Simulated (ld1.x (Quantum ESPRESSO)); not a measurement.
# u(r) = r·R(r): atom against pseudo-atom (B (Z = 5))

Columns: radius, all-electron u(r) and pseudo u(r) of the 2p shell (level -3.56 eV) of boron in the configuration [He] 2s2 2p1; PBEsol, scalar-relativistic, PAW scheme, ld1.x (Quantum ESPRESSO) 7.5.

```
r (bohr)  all-electron  pseudo
   0.158        0.0590  0.0092
   0.315        0.1691  0.0359
   0.473        0.2829  0.0786
   0.630        0.3820  0.1336
   0.788        0.4634  0.1977
   0.945        0.5270  0.2659
   1.102        0.5732  0.3341
   1.260        0.6037  0.3986
   1.418        0.6205  0.4551
   1.575        0.6260  0.5006
   1.732        0.6225  0.5339
   1.890        0.6120  0.5544
   2.047        0.5962  0.5623
   2.205        0.5763  0.5589
   2.362        0.5538  0.5464
   2.520        0.5292  0.5270
   2.678        0.5034  0.5032
   2.835        0.4773  0.4774
   2.992        0.4510  0.4511
   3.150        0.4249  0.4249
   3.308        0.3994  0.3994
   3.465        0.3747  0.3747
   3.622        0.3511  0.3511
   3.780        0.3283  0.3283
   3.938        0.3066  0.3066
   4.095        0.2862  0.2862
```

Task: How many radial nodes do the two functions have?

Result: The all-electron 2p function has n − l − 1 = 0; the pseudo-wave has 0.

Task: At about which radius was the pseudo-wave matched?

Result: 3.15 bohr. The columns agree to 0.0005 from 2.68 bohr on; several derivatives are matched, so the curves merge somewhat inside the radius.

Task: Is the pseudo-wave norm-conserving?

Result: No, it belongs to a PAW set: the norm inside the radius is not constrained, and the difference is carried by the augmentation charge.
